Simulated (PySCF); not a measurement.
Excitation energy of Al⁺ by level of theory

Al⁺ [Ne] 3s2 (1S) → Al⁺ [Ne] 3s1 4s1 (3S), as a difference of total energies. All numbers are calculated (PySCF 2.14, scalar relativity by spin-free X2C-1e, in dyall-acv3z (19s12p6d4f, 113 functions)). Correlated levels: valence: [Ne] frozen; virtual orbitals above 40 to 60 times the deepest correlated orbital energy dropped. The calculations carry no spin-orbit coupling.

```json
{"method": "UHF", "excitation energy (cm⁻¹)": "82828"}
{"method": "MP2 (valence)", "excitation energy (cm⁻¹)": "88420"}
{"method": "SCS-MP2 (valence)", "excitation energy (cm⁻¹)": "90174"}
{"method": "CCSD (valence)", "excitation energy (cm⁻¹)": "90204"}
```

Errors of the correlated levels include the incompleteness of this basis and the frozen core.

With two correlated electrons CCSD is exact in that space.

For comparison: 91275 cm⁻¹ (measured; NIST levels).
